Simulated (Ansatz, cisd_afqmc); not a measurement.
Species: PN, charge 0, singlet. PN (SMILES N#P).
B3LYP-D3(BJ)/def2-TZVP minimum from Ansatz (a quantum-chemistry and plane-wave program):
```
N
P 1 1.4828
```

Total energies in cc-pV(T+d)Z, 10 correlated electrons, 6 frozen orbitals. UHF or UKS for unpaired electrons; spin-orbit terms are left out. Correlated methods leave the cores frozen. No relativity. AFQMC is phaseless with a CISD trial state; ± is one standard error, without the phaseless bias. Outlying blocks are dropped, and bars are widened where a walk drifts. Over all cases where full CI ran beside it in this data, AFQMC minus full CI had a median of +0.1 mEh and passed +0.4 mEh in a tenth of the cases. The restricted determinant of NP (N#P, singlet) is unstable towards broken spin symmetry in at least one set run.

| method | program | energy (Eh) | minus CCSDT(Q) (mEh) |
|---|---|---|---|
| HF | Ansatz | -395.18000 | 372.34 |
| MP2 | Ansatz | -395.52725 | 25.10 |
| CCSD | Ansatz | -395.52663 | 25.72 |
| CCSD(T) | Ansatz | -395.54964 | 2.71 |
| CCSDT(Q) | Ansatz | -395.55235 | 0.00 |
| AFQMC/CISD | cisd_afqmc | -395.5511 ± 0.0004 | 1.2 ± 0.4 |

Rough core times of Ansatz's runs on a shared machine: CCSD(T) under 20 s, CCSDT(Q) 20 s.
